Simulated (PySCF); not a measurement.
C4H9NSi, SMILES C=C1[SiH2]N[C@H]1C. Atoms are numbered in the order given.

```xyz
15

C     -0.6955     1.4969     1.4119
C     -0.4329     0.4870     0.5864
Si    -1.2404    -0.6011    -0.7160
N      0.4099    -1.1291    -0.7185
C      0.8902    -0.2568     0.3580
C      2.0627     0.6288    -0.0301
H      0.0722     1.9214     2.0708
H     -1.6907     1.9478     1.4706
H     -1.7715     0.0264    -1.9696
H     -2.2899    -1.5710    -0.2577
H      0.9776    -1.8719    -1.0986
H      1.1597    -0.8293     1.2707
H      2.3430     1.2978     0.7986
H      2.9454     0.0190    -0.2816
H      1.8042     1.2422    -0.9065
```
Charge 0, spin multiplicity 1.

Geometry: PBE0-D3(BJ)/def2-SVP. The structure was generated by enumeration; whether it is a known compound was not checked.

Two levels are set side by side: PBE/pcSseg-1 (PySCF) and PBE0/pcSseg-1 (PySCF). GIAO shifts against NH3 (¹⁵N), TMS (²⁹Si), TMS (¹H), TMS (¹³C) at the same level; non-relativistic, no solvent, atoms listed together averaged. Differences are taken from unrounded values.

```tsv
quantity	PBE0
δ(¹³C) of C1 (ppm)	131.0
δ(¹³C) of C2 (ppm)	165.3
δ(²⁹Si) of Si3 (ppm)	-23.4
δ(¹⁵N) of N4 (ppm)	38.9
δ(¹³C) of C5 (ppm)	69.9
δ(¹³C) of C6 (ppm)	29.2
δ(¹H) of H9, H10 (ppm)	6.02
δ(¹H) of H11 (ppm)	0.59
δ(¹H) of H12 (ppm)	4.84
```

Question: What does PBE give, and how far is it from PBE0? (The exact figures need the calculation; the answer reports its results.)

Answer: 
```tsv
quantity	PBE	PBE minus PBE0
δ(¹³C) of C1 (ppm)	128.3	-2.7
δ(¹³C) of C2 (ppm)	164.4	-0.9
δ(²⁹Si) of Si3 (ppm)	-26.6	-3.2
δ(¹⁵N) of N4 (ppm)	46.0	7.1
δ(¹³C) of C5 (ppm)	74.5	4.6
δ(¹³C) of C6 (ppm)	29.6	0.4
δ(¹H) of H9, H10 (ppm)	6.32	0.30
δ(¹H) of H11 (ppm)	0.55	-0.03
δ(¹H) of H12 (ppm)	5.13	0.30
```

Rough cost on one machine, each run with all the roots and properties that it gave: PBE0 against PBE within a factor of 2.
